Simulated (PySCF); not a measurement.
Isomers of C7H14O2Si.

All values: PBE0/pcSseg-1 (PySCF) at GFN2-xTB geometries, gas phase, one conformer each.

**Question.** Rank by the highest IAO charge on any atom, lowest value first.
A. `[CH2:1]1[CH2:2][CH2:3][CH:4]([C@@H:5]2[CH2:6][O:7][SiH2:8][O:9]2)[CH2:10]1` with C3–C4–C5–C6 60°, C10–C1–C2–C3 -42°, C1–C2–C3–C4 29°, C2–C3–C4–C5 118°, C4–C5–C6–O7 -113°
B. `[CH3:1][O:2][CH2:3][C:4](=[O:5])/[CH:6]=[CH:7]/[SiH:8]([CH3:9])[CH3:10]` with C1–O2–C3–C4 70°, O2–C3–C4–O5 -149°, C3–C4–C6–C7 -174°, C6–C7–Si8–C9 121°
C. `[CH2:1]=[CH:2][C:3](=[CH2:4])[CH2:5][Si:6]([OH:7])([OH:8])[CH2:9][CH3:10]` with C1–C2–C3–C4 180°, C2–C3–C5–Si6 -80°, C3–C5–Si6–O7 65°, C5–Si6–O7–H -55°, C5–Si6–O8–H -148°
D. `[CH3:1][O:2][Si@@H:3]1[CH2:4][CH2:5][C@H:6]([CH2:7][CH:8]=[O:9])[CH2:10]1` with C1–O2–Si3–C4 -177°, C5–C6–C7–C8 61°, C6–C7–C8–O9 -135°, O2–Si3–C4–C5 -132°, Si3–C4–C5–C6 37°, C4–C5–C6–C7 70°, C5–C6–C10–Si3 37°
E. `[CH3:1][C:2](=[O:3])[C@@H:4]1[CH2:5][Si@H:6]([CH3:7])[O:8][C@@H:9]1[CH3:10]` with C1–C2–C4–C5 -137°, C2–C4–C5–Si6 -85°, C4–C5–Si6–C7 104°, C5–Si6–O8–C9 -8°, Si6–O8–C9–C10 155°
F. `[CH3:1][CH2:2][CH2:3][Si@@H:4]1[CH2:5][CH2:6][C@@H:7]1[O:8][CH:9]=[O:10]` with C1–C2–C3–Si4 179°, C2–C3–Si4–C5 52°, C6–C7–O8–C9 -142°, C7–O8–C9–O10 0°, C3–Si4–C5–C6 -103°, Si4–C5–C6–C7 -18°, C5–C6–C7–O8 140°, C3–Si4–C7–C6 90°

**Answer.** F (+0.884 e), B (+0.928 e), D (+1.112 e), E (+1.133 e), A (+1.213 e), C (+1.451 e).

**Question.** Rank by HOMO–LUMO gap, lowest first.
A. `[CH3:1][O:2][CH2:3][C:4](=[O:5])/[CH:6]=[CH:7]/[SiH:8]([CH3:9])[CH3:10]` with C1–O2–C3–C4 70°, O2–C3–C4–O5 -149°, C3–C4–C6–C7 -174°, C6–C7–Si8–C9 121°
B. `[CH2:1]1[CH2:2][CH2:3][CH:4]([C@@H:5]2[CH2:6][O:7][SiH2:8][O:9]2)[CH2:10]1` with C3–C4–C5–C6 60°, C10–C1–C2–C3 -42°, C1–C2–C3–C4 29°, C2–C3–C4–C5 118°, C4–C5–C6–O7 -113°
C. `[CH3:1][CH2:2][CH2:3][Si@@H:4]1[CH2:5][CH2:6][C@H:7]1[O:8][CH:9]=[O:10]` with C1–C2–C3–Si4 -178°, C2–C3–Si4–C5 -69°, C6–C7–O8–C9 133°, C7–O8–C9–O10 0°, C3–Si4–C5–C6 -129°, Si4–C5–C6–C7 20°, C5–C6–C7–O8 -140°, C3–Si4–C7–C6 131°
D. `[CH3:1][O:2][Si@@H:3]1[CH2:4][CH2:5][C@H:6]([CH2:7][CH:8]=[O:9])[CH2:10]1` with C1–O2–Si3–C4 -177°, C5–C6–C7–C8 61°, C6–C7–C8–O9 -135°, O2–Si3–C4–C5 -132°, Si3–C4–C5–C6 37°, C4–C5–C6–C7 70°, C5–C6–C10–Si3 37°
E. `[CH2:1]=[CH:2][C:3](=[CH2:4])[CH2:5][Si:6]([OH:7])([OH:8])[CH2:9][CH3:10]` with C1–C2–C3–C4 180°, C2–C3–C5–Si6 -80°, C3–C5–Si6–O7 65°, C5–Si6–O7–H -55°, C5–Si6–O8–H -148°

**Answer.** A (5.08 eV), E (5.68 eV), D (6.68 eV), C (7.38 eV), B (8.40 eV).

**Question.** Rank by the highest Hirshfeld charge on any atom, highest value first.
A. `[CH3:1][O:2][Si@@H:3]1[CH2:4][CH2:5][C@@H:6]([CH2:7][CH:8]=[O:9])[CH2:10]1` with C1–O2–Si3–C4 -79°, C5–C6–C7–C8 -59°, C6–C7–C8–O9 130°, O2–Si3–C4–C5 -101°, Si3–C4–C5–C6 -34°, C4–C5–C6–C7 -71°, C5–C6–C10–Si3 -40°
B. `[CH2:1]=[CH:2][C:3](=[CH2:4])[CH2:5][Si:6]([OH:7])([OH:8])[CH2:9][CH3:10]` with C1–C2–C3–C4 180°, C2–C3–C5–Si6 -80°, C3–C5–Si6–O7 65°, C5–Si6–O7–H -55°, C5–Si6–O8–H -148°
C. `[CH3:1][O:2][CH2:3][C:4](=[O:5])/[CH:6]=[CH:7]/[SiH:8]([CH3:9])[CH3:10]` with C1–O2–C3–C4 70°, O2–C3–C4–O5 -149°, C3–C4–C6–C7 -174°, C6–C7–Si8–C9 121°
D. `[CH2:1]=[C:2]([CH3:3])[C@@:4]1([CH2:5][CH3:6])[CH2:7][O:8][SiH2:9][O:10]1` with C1–C2–C4–C5 -76°, C2–C4–C5–C6 -177°, C2–C4–C7–O8 136°, C4–C7–O8–Si9 -16°, C7–O8–Si9–O10 9°, O8–Si9–O10–C4 1°
E. `[CH3:1][CH2:2][CH2:3][Si@@H:4]1[CH2:5][CH2:6][C@H:7]1[O:8][CH:9]=[O:10]` with C1–C2–C3–Si4 -178°, C2–C3–Si4–C5 -69°, C6–C7–O8–C9 133°, C7–O8–C9–O10 0°, C3–Si4–C5–C6 -129°, Si4–C5–C6–C7 20°, C5–C6–C7–O8 -140°, C3–Si4–C7–C6 131°
F. `[CH2:1]=[C:2]([O:3][SiH2:4][OH:5])[CH:6]1[CH2:7][CH2:8][CH2:9][CH2:10]1` with C1–C2–O3–Si4 -9°, C2–O3–Si4–O5 -179°, O3–Si4–O5–H 34°, C1–C2–C6–C7 87°, C2–C6–C7–C8 -133°, C6–C7–C8–C9 31°, C7–C8–C9–C10 -42°, C8–C9–C10–C6 36°

**Answer.** B (+0.489 e), D (+0.467 e), F (+0.454 e), A (+0.416 e), C (+0.385 e), E (+0.345 e).

All values together:

```tsv
SMILES	μ (D)	HOMO (eV)	LUMO (eV)	lowest IAO charge (e)	highest IAO charge (e)	lowest Hirshfeld charge (e)	highest Hirshfeld charge (e)
CCC[Si@@H]1CC[C@H]1OC=O	0.99	-7.35	0.03	-0.563 (C)	+0.896 (Si)	-0.215 (O)	+0.345 (Si)
C=C(O[SiH2]O)C1CCCC1	1.84	-6.77	0.71	-0.792 (O)	+1.226 (Si)	-0.312 (O)	+0.454 (Si)
CO[Si@@H]1CC[C@H](CC=O)C1	3.75	-7.22	-0.54	-0.629 (O)	+1.112 (Si)	-0.229 (O)	+0.419 (Si)
C=C(C)[C@@]1(CC)CO[SiH2]O1	0.69	-7.16	0.31	-0.659 (O)	+1.216 (Si)	-0.242 (O)	+0.467 (Si)
C=CC(=C)C[Si](O)(O)CC	1.34	-6.65	-0.97	-0.798 (O)	+1.451 (Si)	-0.314 (O)	+0.489 (Si)
COCC(=O)/C=C/[SiH](C)C	2.02	-7.02	-1.94	-0.719 (C)	+0.928 (Si)	-0.234 (O)	+0.385 (Si)
CC(=O)[C@@H]1C[Si@H](C)O[C@@H]1C	3.06	-7.14	-0.50	-0.735 (C)	+1.133 (Si)	-0.230 (O)	+0.419 (Si)
C1CCC([C@@H]2CO[SiH2]O2)C1	0.93	-7.77	0.63	-0.656 (O)	+1.213 (Si)	-0.244 (O)	+0.466 (Si)
CCC[Si@@H]1CC[C@@H]1OC=O	1.25	-7.37	0.00	-0.559 (C)	+0.884 (Si)	-0.215 (O)	+0.350 (Si)
CO[Si@@H]1CC[C@@H](CC=O)C1	2.71	-7.29	-0.59	-0.628 (O)	+1.111 (Si)	-0.228 (O)	+0.416 (Si)
```

Conformers: `[CH3:1][CH2:2][CH2:3][Si@@H:4]1[CH2:5][CH2:6][C@H:7]1[O:8][CH:9]=[O:10]` with C1–C2–C3–Si4 -178°, C2–C3–Si4–C5 -69°, C6–C7–O8–C9 133°, C7–O8–C9–O10 0°, C3–Si4–C5–C6 -129°, Si4–C5–C6–C7 20°, C5–C6–C7–O8 -140°, C3–Si4–C7–C6 131°; `[CH2:1]=[C:2]([O:3][SiH2:4][OH:5])[CH:6]1[CH2:7][CH2:8][CH2:9][CH2:10]1` with C1–C2–O3–Si4 -9°, C2–O3–Si4–O5 -179°, O3–Si4–O5–H 34°, C1–C2–C6–C7 87°, C2–C6–C7–C8 -133°, C6–C7–C8–C9 31°, C7–C8–C9–C10 -42°, C8–C9–C10–C6 36°; `[CH3:1][O:2][Si@@H:3]1[CH2:4][CH2:5][C@H:6]([CH2:7][CH:8]=[O:9])[CH2:10]1` with C1–O2–Si3–C4 -177°, C5–C6–C7–C8 61°, C6–C7–C8–O9 -135°, O2–Si3–C4–C5 -132°, Si3–C4–C5–C6 37°, C4–C5–C6–C7 70°, C5–C6–C10–Si3 37°; `[CH2:1]=[C:2]([CH3:3])[C@@:4]1([CH2:5][CH3:6])[CH2:7][O:8][SiH2:9][O:10]1` with C1–C2–C4–C5 -76°, C2–C4–C5–C6 -177°, C2–C4–C7–O8 136°, C4–C7–O8–Si9 -16°, C7–O8–Si9–O10 9°, O8–Si9–O10–C4 1°; `[CH2:1]=[CH:2][C:3](=[CH2:4])[CH2:5][Si:6]([OH:7])([OH:8])[CH2:9][CH3:10]` with C1–C2–C3–C4 180°, C2–C3–C5–Si6 -80°, C3–C5–Si6–O7 65°, C5–Si6–O7–H -55°, C5–Si6–O8–H -148°; `[CH3:1][O:2][CH2:3][C:4](=[O:5])/[CH:6]=[CH:7]/[SiH:8]([CH3:9])[CH3:10]` with C1–O2–C3–C4 70°, O2–C3–C4–O5 -149°, C3–C4–C6–C7 -174°, C6–C7–Si8–C9 121°; `[CH3:1][C:2](=[O:3])[C@@H:4]1[CH2:5][Si@H:6]([CH3:7])[O:8][C@@H:9]1[CH3:10]` with C1–C2–C4–C5 -137°, C2–C4–C5–Si6 -85°, C4–C5–Si6–C7 104°, C5–Si6–O8–C9 -8°, Si6–O8–C9–C10 155°; `[CH2:1]1[CH2:2][CH2:3][CH:4]([C@@H:5]2[CH2:6][O:7][SiH2:8][O:9]2)[CH2:10]1` with C3–C4–C5–C6 60°, C10–C1–C2–C3 -42°, C1–C2–C3–C4 29°, C2–C3–C4–C5 118°, C4–C5–C6–O7 -113°; `[CH3:1][CH2:2][CH2:3][Si@@H:4]1[CH2:5][CH2:6][C@@H:7]1[O:8][CH:9]=[O:10]` with C1–C2–C3–Si4 179°, C2–C3–Si4–C5 52°, C6–C7–O8–C9 -142°, C7–O8–C9–O10 0°, C3–Si4–C5–C6 -103°, Si4–C5–C6–C7 -18°, C5–C6–C7–O8 140°, C3–Si4–C7–C6 90°; `[CH3:1][O:2][Si@@H:3]1[CH2:4][CH2:5][C@@H:6]([CH2:7][CH:8]=[O:9])[CH2:10]1` with C1–O2–Si3–C4 -79°, C5–C6–C7–C8 -59°, C6–C7–C8–O9 130°, O2–Si3–C4–C5 -101°, Si3–C4–C5–C6 -34°, C4–C5–C6–C7 -71°, C5–C6–C10–Si3 -40°.
